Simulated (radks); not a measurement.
Valence configurations of Pm II (all share [Xe]). Calculated with a radial shooting solver on a logarithmic mesh with Libxc functionals: Dirac Kohn-Sham, PBEsol, spin-unpolarised, spherical densities, finite nucleus; open shells are shared between the two j in proportion to 2j + 1; Fermi nuclear charge, rms radius 4.962 fm. Energies are relative to 4f5 6s1; eigenvalues in eV.

valence          E (eV)  e(4f5/2)  e(4f7/2)  e(5d3/2)  e(5d5/2)  e(6p1/2)
4f5 6s1           0.000    -8.462    -7.990         -         -         -
4f5 5d1           1.198    -6.677    -6.208    -6.154    -5.955         -
4f5 6s0.5 6p0.5   1.522    -9.049    -8.576         -         -    -5.803
4f6               2.224    -3.357    -2.941         -         -         -
4f4.5 6s1 6p0.5   2.290   -12.713   -12.214         -         -    -6.334
4f4 6s2           2.829   -16.263   -15.738         -         -         -
4f4 5d1 6s1       2.904   -13.951   -13.428    -8.736    -8.461         -
4f5 6p1           3.036    -9.627    -9.154         -         -    -6.107
4f4 5d1 6p1       6.222   -15.109   -14.586    -9.635    -9.347    -6.450
4f4 6s1 6p1       6.421   -17.416   -16.889         -         -    -7.111

NIST lists [Xe] 4f5 6s1 as the ground configuration; this level of theory agrees among the configurations tried. The energies are those of spherical spin-averaged densities, not of single terms.
